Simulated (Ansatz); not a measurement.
Mulliken charges of ClFMoO2 (`[O]=[Mo](=[O])([F])[Cl]`) from r2SCAN/def2-TZVPP in Ansatz (PBE0-D4/def2-TZVP geometry).

| atom | x (Å) | y (Å) | z (Å) | charge (e) |
| --- | --- | --- | --- | --- |
| O1 | -0.550 | -0.162 | 1.591 | -0.464 |
| Mo2 | 0.006 | -0.104 | 0.025 | 1.567 |
| O3 | 1.496 | -0.842 | 0.024 | -0.464 |
| F4 | -1.144 | -1.004 | -1.087 | -0.368 |
| Cl5 | 0.242 | 2.038 | -0.595 | -0.271 |

Task: By hand: the dipole of these point charges (1 e Å = 4.8032 D).

Result: Σ q r = (-0.074, 0.120, -0.149) e Å, of length 0.205 e Å = 0.98 D.

Task: How does the dipole of the full density compare? (Best estimate.)

Result: Ansatz gave: (-0.079, 0.145, -0.166) e Å, 1.12 D; the point charges give 0.87 times that, at 3° from its direction.

Point charges leave out the atoms' own dipoles, such as those of lone pairs, and Mulliken's split depends on the basis, so the close match here is no proof of good charges.
